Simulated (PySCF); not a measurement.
Order these species by their calculated properties.

Each SMILES stands for a single optimised conformer of the isolated species, non-relativistic unless stated; the electronic structure was computed with PySCF and density fitting.

Dipoles, sizes and rotational constants follow the conformer. The torsions of the flexible species, by atom-mapped SMILES:
- `[CH2:1]=[CH:2]/[C:3](=[CH:4]/[SiH3:5])[Si@H:6]([PH2:7])[Cl:8]`: C1–C2–C3–C4 -158°, C2–C3–Si6–P7 -100°, H–P7–Si6–C3 73°, H–P7–Si6–C3 166°
- `[NH2:1][Si:2]1([NH2:3])[CH2:4][CH2:5][C@@H:6]1[CH2:7][OH:8]`: C5–C6–C7–O8 72°, H–N1–Si2–N3 -39°, H–N1–Si2–N3 99°, H–N3–Si2–N1 172°, H–N3–Si2–N1 -48°, H–O8–C7–C6 -49°
- `[CH:1]#[C:2][C@@H:3]([SiH3:4])[SiH2:5]/[CH:6]=[CH:7]\[CH2:8][F:9]`: C2–C3–Si5–C6 173°, C3–Si5–C6–C7 179°, C6–C7–C8–F9 1°
- `[CH3:1][C:2]([CH3:3])([CH2:4][SH:5])[Si@H:6]([F:7])[CH2:8][F:9]`: C1–C2–C4–S5 171°, C1–C2–Si6–F7 50°, C2–Si6–C8–F9 -61°, H–S5–C4–C2 -94°
- `[CH2:1]=[C:2]([F:3])[CH2:4][Si@:5]([CH3:6])([SiH3:7])[CH:8]=[O:9]`: C1–C2–C4–Si5 108°, C2–C4–Si5–C6 99°, C4–Si5–C8–O9 30°
- `[CH2:1]=[N:2][Si:3]([Cl:4])([C:5]#[C:6][CH3:7])[C:8]#[C:9][CH3:10]`: C1–N2–Si3–Cl4 -122°
- `[CH3:1][C:2]#[C:3][SiH2:4][CH2:5][Si@H:6]([PH2:7])[Cl:8]`: C3–Si4–C5–Si6 -69°, Si4–C5–Si6–P7 57°, H–P7–Si6–C5 -57°, H–P7–Si6–C5 35°
- `[O:1]=[CH:2][O:3][C@@H:4]1[CH2:5][C@@:6]1([Cl:7])[CH2:8][O:9][SiH3:10]`: O1–C2–O3–C4 2°, C2–O3–C4–C5 155°, C5–C6–C8–O9 32°, C6–C8–O9–Si10 179°
- `[CH3:1][C:2]1=[CH:3][C@@H:4]([CH2:5][NH2+:6])[CH2:7]1`: C3–C4–C5–N6 -80°, H–N6–C5–C4 -65°, H–N6–C5–C4 93°
- `[CH3:1][O:2][CH2:3]/[C:4](=[CH:5]\[CH2:6][F:7])[O:8][CH3:9]`: C1–O2–C3–C4 -179°, O2–C3–C4–C5 55°, C4–C5–C6–F7 152°, C3–C4–O8–C9 -179°

The conformers of `F[Si@@H]1O[SiH2][C@H](C(F)(F)F)O1` aren't listed.

Question: Rank by HOMO–LUMO gap, highest first (PBE0/pcSseg-1 at GFN2-xTB geometries).
A. `CC#C[SiH2]C[Si@H](P)Cl`
B. `N[Si]1(N)CC[C@@H]1CO`
C. `C=N[Si](Cl)(C#CC)C#CC`
D. `C=C/C(=C/[SiH3])[Si@H](P)Cl`
E. `C#C[C@@H]([SiH3])[SiH2]/C=C\CF`
F. `F[Si@@H]1O[SiH2][C@H](C(F)(F)F)O1`
G. `CC(C)(CS)[Si@H](F)CF`
H. `C=C(F)C[Si@](C)([SiH3])C=O`

Answer: F (8.84 eV), B (7.67 eV), A (7.37 eV), G (7.06 eV), E (6.56 eV), C (5.97 eV), D (5.54 eV), H (5.22 eV).

Question: Rank by smallest rotational constant, highest first (GFN2-xTB).
A. `C=C/C(=C/[SiH3])[Si@H](P)Cl`
B. `CC1C[C@H](C[NH2+])C=1` [radical]
C. `O=CO[C@@H]1C[C@@]1(Cl)CO[SiH3]`
D. `N[Si]1(N)CC[C@@H]1CO`

Answer: B (1.282 GHz), D (1.002 GHz), A (0.629 GHz), C (0.500 GHz).

Question: Rank by HOMO energy, highest first (PBE0/pcSseg-1 at GFN2-xTB geometries).
A. `C=N[Si](Cl)(C#CC)C#CC`
B. `C(=O)[Si@@]([SiH3])(CC(F)=C)C`
C. `O(/C(COC)=C/CF)C`
D. `C=C/C(=C/[SiH3])[Si@H](P)Cl`
E. `CC#C[SiH2]C[Si@H](P)Cl`

Answer: C (-6.56 eV), B (-6.89 eV), A (-7.05 eV), D (-7.23 eV), E (-7.34 eV).

By how much do the two ends of that ranking differ?

By 0.78 eV, between `COC/C(=C\CF)OC` and `CC#C[SiH2]C[Si@H](P)Cl`.

Question: Rank by dipole moment, lowest first (PBE0/pcSseg-1 at GFN2-xTB geometries).
A. `C=C/C(=C/[SiH3])[Si@H](P)Cl`
B. `[SiH3][Si@](C=O)(CC(F)=C)C`
C. `C([C@@H]([SiH3])[SiH2]/C=C\CF)#C`
D. `C=N[Si](Cl)(C#CC)C#CC`
E. `CC(C)(CS)[Si@H](F)CF`

Answer: E (1.49 D), B (1.65 D), A (2.22 D), C (2.98 D), D (3.78 D).

Give the two extremes of that set in atomic units.

`CC(C)(CS)[Si@H](F)CF`: 0.59 au; `C=N[Si](Cl)(C#CC)C#CC`: 1.49 au.
